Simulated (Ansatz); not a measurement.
Ansatz (an electronic-structure program) input (HF/6-31G*):

Ansatz 0.2 input:
```yaml
crystal:
  periodic: [false, false, false]
  atoms:
    - {symbol: Mg, position_ang: [-0.00000000, -0.00000000, -0.72112063]}
    - {symbol: F, position_ang: [0.00000000, 0.00000000, 0.96149418]}
basis:
  gaussian:
    orbitals: 6-31G*
hamiltonian:
  xc: {name: HF}
total_charge: 1
phonons: {temperatures: {t_min: 298.15, t_max: 298.15, t_step: 100}}
```

Q: Which harmonic wavenumbers does it give?

A: 890 cm⁻¹ (unscaled; negative means imaginary).
